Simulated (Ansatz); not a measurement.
ClH$_{5}$NSi$_{2}$, SMILES `[SiH2]N[SiH2]Cl` radical from Hartree–Fock to CCSD(T)

Cartesian coordinates in Å:
```
Si 1.4776 -0.0941 1.0550
N 0.3203 -0.5847 -0.1428
Si -1.1525 0.1877 -0.5571
Cl -2.7266 -0.3764 0.6496
H 2.8508 -0.4333 0.5766
H 1.3171 1.3775 1.2219
H 0.4274 -1.5302 -0.4867
H -0.9783 1.6439 -0.3814
H -1.5358 -0.1904 -1.9350
```

Charge 0, multiplicity 2. The structure was optimised at the PBE0-D4/def2-TZVP level. It is one conformer, not always the lowest. Frozen core, unrestricted reference, Ansatz. CBS rows extrapolate triple and quadruple zeta; past MP2 they add the triple-zeta difference.

```
     basis      HF (Eh)  MP2 corr.  CCSD corr.       (T)  CCSD(T) total
  def2-SVP  -1094.41782   -0.47906    -0.53170  -0.01319    -1094.96271
def2-TZVPP  -1094.85662   -0.62495    -0.67812  -0.02670    -1095.56144
def2-QZVPP  -1094.89084   -0.67733           –         –              –
 CBS(def2)  -1094.89556   -0.71613    -0.76930     as TZ    -1095.69156
```
